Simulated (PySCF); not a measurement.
Be(F)(GeH3) (BeFGeH₃), SMILES [F][Be][GeH3]. Geometry optimised at B3LYP-D3(BJ)/def2-TZVP.

Computed equilibrium geometry at B3LYP-D3(BJ)/def2-TZVP (PySCF confirms it by a frequency run) as bond lengths and angles, and its point group:
point group C3v.
Atoms: Be1 F2 Ge3 H4 H5 H6. Bonds (Å): Be1–F2 1.372, Be1–Ge3 2.194, Ge3–H4 1.542, Ge3–H5 1.542, Ge3–H6 1.542. Bond angles (°): F2–Be1–Ge3 180.0, Be1–Ge3–H4 112.2, Be1–Ge3–H5 112.2, Be1–Ge3–H6 112.2, H4–Ge3–H5 106.6, H4–Ge3–H6 106.6, H5–Ge3–H6 106.6.
